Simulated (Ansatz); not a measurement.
## A barrier at the coupled-cluster level

Start structure (ZnH3ClF2, singlet), relaxed at PBE0-D4/def2-TZVP:

Zn1  (-0.665, -0.215, -1.085)
H2  (0.897, -0.267, -1.088)
Cl3  (-2.654, -0.300, -1.770)
H4  (0.067, 0.306, 1.412)
F5  (-0.840, 0.273, 1.129)
H6  (1.543, 0.002, 0.238)
F7  (1.653, 0.201, 1.164)
(Å)

The step: ZnHCl ([Cl][ZnH]) + HF + HF → ZnClF + HF + H₂; bonds formed: Zn1–F5, H2–H6, H4–F7; bonds broken: Zn1–H2, H4–F5, H6–F7. Program: Ansatz 0.2.0. Basis: def2-TZVPP and def2-QZVPP. Cores are frozen in the correlated methods. The 3s and 3p shells of Cu and Zn are frozen; filled d shells are correlated. Extrapolation: Hartree–Fock as exp(−7.88 √X), correlation as X^−2.97. Energies below are by CCSD(T) at an estimated basis limit (MP2 extrapolated from triple and quadruple zeta, plus CCSD(T) − MP2 in triple zeta).

Task: What are the electronic barrier and the energy of the step, from the start structure to the end structure? (An estimate is asked for; the value comes from the calculation.)

Result: The calculation gives: Barrier 45.4 kJ/mol; step energy -29.8 kJ/mol (downhill); reverse barrier, their difference, 75.2 kJ/mol. Barrier and step energy count from the start structure, the reverse barrier from the end structure.

The saddle point: One imaginary mode of 946i cm⁻¹.
```tsv
pair	start (Å)	saddle (Å)	end (Å)
Zn1–F5	2.27	1.95	1.78
H2–H6	1.50	0.96	0.76
H4–F7	1.61	1.14	0.94
Zn1–H2	1.56	1.71	2.26
H4–F5	0.95	1.14	1.60
H6–F7	0.95	1.24	2.24
```

Zero-point energy (harmonic, PBE0-D4): ZPE is 84.8 kJ/mol at the start and 74.0 kJ/mol at the saddle, so the barrier goes from 45.4 to 34.6 kJ/mol.

The T1 diagnostic stays at or below 0.014.

Labels in which every atom is bracketed show which atoms are joined, not bond orders.

For scale, one of the runs: CCSD(T)/def2-TZVPP, 210 basis functions, launched by `ansatz run in.yaml --threads 8 --pin off --events-out ev --progress --plain --max-ram 19148MiB`. The run took 28 s on 8 CPU threads of an Intel Xeon Platinum 8488C (shared host), with 3 GiB of host memory at its peak.
